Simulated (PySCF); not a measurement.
Computed shifts of a molecule C₉H₈N₂S, HF/pcSseg-1 (PySCF), GIAO, gas phase, equivalent atoms averaged, in ppm (number of nuclei): ¹³C: 171.4 (2), 171.0 (1), 145.3 (1), 143.3 (1), 143.1 (1), 139.1 (1), 132.1 (1), 17.4 (1). ¹⁵N: 334.5 (1), 332.0 (1). ¹H: 9.68 (1), 9.43 (2), 7.77 (1), 7.41 (1), 2.77 (3). References: ¹³C against TMS (σ = 192.6 ppm); ³³S against H2S (σ = 725.2 ppm); ¹⁵N against NH3 (σ = 267.3 ppm); ¹H against TMS (σ = 31.99 ppm), references at their B3LYP-D3(BJ)/def2-TZVP geometries, non-relativistic. Coordinates come from a B3LYP-D3(BJ)/def2-SVP optimisation. The values are those of a single conformer.

Question: Identify the compound among the candidates.
A. C=Cc1c(C)ccc2nsnc12
B. C=Cc1ccc(C)c2nsnc12
C. Cc1ccsc1-c1cncnc1
D. C=Cc1cc(C)cc2nsnc12

Answer: C, Cc1ccsc1-c1cncnc1
